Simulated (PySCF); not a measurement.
# Correlation energy of Ar³⁺ (argon, charge +3)

[Ne] 3s2 3p3, high-spin 4S determinant. All numbers are calculated (PySCF 2.14, no relativity, point nucleus, in aug-cc-pV(Q+d)Z with one added diffuse shell each of s, p, d, f, g type (8s7p6d4f3g, 114 functions)). Frozen: [Ne]; 5 electrons correlated.

MP2 pair energies summed by pair of shells (mhartree):

| pair | energy | share (%) |
| --- | --- | --- |
| 3s-3p | -73.75 | 67.3 |
| 3p-3p | -24.66 | 22.5 |
| 3s-3s | -11.23 | 10.2 |

Total MP2 correlation energy: -109.64 mhartree.

Same-spin part -28.32 and opposite-spin part -81.31 mhartree; SCS-MP2 scales them by 1/3 and 6/5 to -107.02 mhartree.
